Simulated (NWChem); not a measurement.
Molecule: CH3FMgO; SMILES [Mg]([O]C)[F]

```xyz
7

Mg     0.0727    -1.0189     0.0000
F      0.5060    -2.7031     0.0008
O     -0.3651     0.6855    -0.0007
C     -0.7102     2.0272    -0.0013
H     -1.3054     2.2959     0.8871
H      0.1803     2.6775    -0.0045
H     -1.3103     2.2938    -0.8871
```
Atoms are numbered in this order, from 1.

Computed with NWChem. The geometry was optimised at B3LYP/6-31G* (spherical d). GIAO values for the isolated, static molecule; σ is the absolute isotropic shielding, δ = σ(reference) − σ with the isolated reference molecule computed at the same levels (13C: tetramethylsilane, 19F: trichlorofluoromethane, 1H: tetramethylsilane, 17O: water).

For level PBE/pcSseg-1:

```yaml
"σ Mg1 (ppm)": 530.9
"δ F2 (ppm)": -304.4
"δ O3 (ppm)": -53.8
"δ C4 (ppm)": 58.7
"δ H5 (ppm)": 4.24
```

Q: What are these values for level PBE0/pcSseg-1?

A: The σ Mg1 (ppm) is 543.2 and the δ F2 (ppm) is -282.4. The δ O3 (ppm) is -61.8 and the δ C4 (ppm) is 56.2. The δ H5 (ppm) comes out as 4.00.
